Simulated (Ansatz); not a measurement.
Molecule: sum formula SiOCl3, charge 0, multiplicity 2. It need not be the lowest isomer of its formula. SMILES: [O][Si](Cl)(Cl)Cl
Geometry from a B3LYP-D3(BJ)/def2-TZVP (Ansatz, an electronic-structure program) optimisation:
```
Si
O 1 1.6434
Cl 1 2.0291 2 112.19
Cl 1 2.0291 2 112.19 3 122.59
Cl 1 2.0344 2 100.16 4 118.70
```
Charge 0, spin multiplicity 2.

Atomisation energy built up term by term with Ansatz (kcal/mol; UHF references for open shells; valence terms freeze the core; atomic spin-orbit terms are left out). CBS(X,Y): correlation extrapolated as X^-3; Hartree-Fock from the larger set (for Q and 5 zeta extrapolated as (X+1)exp(-9√X)).

| term | basis | kcal/mol |
|---|---|---|
| Hartree-Fock | CBS(cc-pV(Q+d)Z,cc-pV(5+d)Z) | 276.08 |
| CCSD correlation | CBS(cc-pV(Q+d)Z,cc-pV(5+d)Z) | 101.23 |
| (T) | CBS(cc-pV(Q+d)Z,cc-pV(5+d)Z) | 11.79 |
| core correlation | cc-pwCVTZ | 0.46 |
| scalar relativity (X2C) | cc-pVTZ-DK against cc-pVTZ | -1.55 |
| sum: De |  | 388.0 |

(T) makes 3.0 % of the CCSD(T) atomisation energy; under 5 % is typical of single-reference molecules.
